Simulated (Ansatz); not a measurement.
Consider the formal exchange of groups at a C–F bond: `N=CCF` + BH₃ → `BCC=N` + H–F.

Isolated molecules relaxed with PBE0-D4/def2-TZVP in Ansatz; ΔE leaves out vibrations. CCSD(T)/CBS is the MP2 limit (def2-TZVPP, def2-QZVPP) plus CCSD(T) − MP2 in def2-TZVPP, frozen cores. This one scheme is used for every species. DFT in def2-TZVPP. HSE06 is defined as in plane-wave codes. Each species was taken in one conformer, which may not be the lowest.

```csv
level,ΔE (kJ/mol),difference from CCSD(T)/CBS
LDA (SPW92),-106.3,-4.4
PBE-D4,-99.3,2.6
r2SCAN-D4,-94.9,7.0
PBE0-D4,-99.8,2.1
r2SCANh-D4,-96.0,5.9
HSE06-D4,-99.9,2.0
ωB97M-V,-92.3,9.6
B2PLYP,-90.5,11.4
HSE06,-97.6,4.3
RPA@PBE/def2-TZVPP,-83.0,18.9
HF/def2-SVP,-61.5,40.4
CCSD(T)/def2-SVP,-79.3,22.6
MP2/def2-TZVPP,-106.4,-4.5
SCS-MP2/def2-TZVPP,-93.9,8.0
CCSD/def2-TZVPP,-93.2,8.7
HF/def2-QZVPP,-70.7,31.2
CCSD(T)/CBS,-101.9,0
```

Largest T1 diagnostic among the species: 0.012.

The D4 term adds −4.4 kJ/mol with B3LYP and −2.5 kJ/mol with PBE0; it sums over pairs of atoms, weighted by their polarisabilities, and B3LYP, whose exchange is more repulsive, gets the larger term. Leaving LDA and LC-ωPBE aside and taking each functional with its dispersion term where it has one, the values, not all of them listed here, spread over 15.2 kJ/mol, from PBE-QIDH to CAM-B3LYP-D4. LDA lies −9.7 kJ/mol from PBE without D4.

B3LYP here is the variant with VWN-RPA as its local correlation; programs differ in this.
